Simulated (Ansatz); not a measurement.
SnH₇OF, closed shell: at the end structure of a reaction step.

in.yaml

```yaml
crystal:
  periodic: [false, false, false]
  atoms:
    - {symbol: Sn, position_ang: [-0.713484, 1.465015, 0.556887]}
    - {symbol: H, position_ang: [0.194982, -2.437949, -2.254836]}
    - {symbol: H, position_ang: [-1.081778, 0.708495, -0.918696]}
    - {symbol: H, position_ang: [-2.034564, 2.377011, 1.142734]}
    - {symbol: H, position_ang: [0.751079, 2.311706, 0.641086]}
    - {symbol: H, position_ang: [0.926306, -0.819179, 1.082224]}
    - {symbol: F, position_ang: [-0.637996, 0.055976, 1.902157]}
    - {symbol: H, position_ang: [-0.106702, -1.770451, -2.107779]}
    - {symbol: O, position_ang: [1.414455, -0.579857, 0.282931]}
    - {symbol: H, position_ang: [1.287702, -1.310667, -0.326607]}
basis:
  gaussian: {orbitals: def2-TZVPP}
hamiltonian: {xc: pbe0, dispersion: d4}
output: {orbitals: {seedname: orbitals}}
```

Command:

```bash
ansatz run in.yaml --threads 4 --pin off --events-out ev --progress --plain --max-ram 9574MiB
```

What Ansatz 0.2.0 printed:

```
Functional definition: PBE0
  name "PBE0"
  cite "Adamo & Barone, J. Chem. Phys. 110, 6158 (1999) doi:10.1063/1.478522"
  cite "Perdew, Burke & Ernzerhof, Phys. Rev. Lett. 77, 3865 (1996) doi:10.1103/PhysRevLett.77.3865"
  parent pbe
  parameter a = 0.25
  parameter kappa = 0.804
  parameter beta = 0.06672455060314922
  exchange = (1 - a)*pbe_x(kappa = kappa, mu = beta*pi^2/3) + a*exact_x
  correlation = pbe_c(beta = beta)
1181 factors; their error is unknown
mean field evaluation 1: about -10700.9562 eV, gradient 6.1e1 eV
mean field evaluation 2: about -10691.4041 eV, gradient 9.8e1 eV
mean field evaluation 4: about -10706.4861 eV, gradient 5.3e0 eV
mean field evaluation 8: about -10706.5253 eV, gradient 2.2e-2 eV
mean field evaluation 16: about -10706.6139 eV, gradient 6.2e-5 eV
mean field -10706.61386560 eV, -393.4608023572 hartree, gradient 6.2e-5 eV, S^2 0.000000; 0 other end points of the search recorded, 0 dependent functions left out
reference -10706.61390241 eV, -393.4608037099 hartree; 23, 23 occupied and 187, 187 virtual orbitals, 1181 factors
Total energy: -10706.72227594 eV, -393.4647863638 hartree
```

The lines “mean field evaluation” count trial sets of orbitals through the whole run, from several starts and some on an approximate energy, so they need not fall steadily or lie above the final value.

Hardware: 4 CPU threads of an AMD EPYC 9R45, shared host. Wall time about 0.65 s.
